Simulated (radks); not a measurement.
Species: Pr. Configuration: [Kr] 4d10 4f4 5s1 5p6 6s2 (not the ground configuration). All-electron calculation, scalar-relativistic Kohn-Sham, BLYP, spin-polarised, spherical densities, point nucleus; open shells are filled with parallel spins first (spin-orbit coupling, left out, can overturn this in heavy ions). Program: a radial shooting solver on a logarithmic mesh with Libxc functionals. Some entries of the table are withheld. Estimate them.

| orbital | occ. | eigenvalue (eV) | r(max) (bohr) |
|---|---|---|---|
| 1s up | 1 | -41821.67 | 0.01541 |
| 1s down | 1 | -41821.58 | 0.01541 |
| 2s up | 1 | -6726.107 | 0.08724 |
| 2s down | 1 | -6726.046 | 0.08724 |
| 2p up | 3 | -6018.349 | 0.07026 |
| 2p down | 3 | -6018.288 | 0.07026 |
| 3s up | 1 | -1448.544 | 0.2491 |
| 3s down | 1 | -1447.607 | 0.2490 |
| 3p up | 3 | -1224.422 | 0.2439 |
| 3p down | 3 | -1223.488 | 0.2438 |
| 3d up | 5 | -909.7236 | 0.2004 |
| 3d down | 5 | -908.9842 | 0.2004 |
| 4s up | 1 | -286.7200 | 0.5792 |
| 4s down | 1 | -284.0369 | 0.5790 |
| 4p up | 3 | -213.6701 | 0.6049 |
| 4p down | 3 | -210.9473 | 0.6047 |
| 4d up | 5 | -109.3149 | 0.6369 |
| 4d down | 5 | -106.5043 | 0.6363 |
| 5s up | 1 | -39.7678 | 1.354 |
| 5s down | 0 | -37.1364 | 1.362 |
| 5p up | 3 | -22.1584 | (1) |
| 5p down | 3 | -20.0273 | (2) |
| 6s up | 1 | -3.4838 | 3.729 |
| 6s down | 1 | -3.2325 | 3.850 |
| 5d up | 0 | -2.3394 | 2.235 |
| 5d down | 0 | -1.6099 | 2.412 |
| 6p up | 0 | -1.1561 | (3) |
| 6p down | 0 | -1.0476 | (4) |
| 4f up | 4 | -0.9959 | 0.7047 |

Answer. 
(1) 5p up r(max) (bohr): 1.534
(2) 5p down r(max) (bohr): 1.554
(3) 6p up r(max) (bohr): 5.073
(4) 6p down r(max) (bohr): 5.279
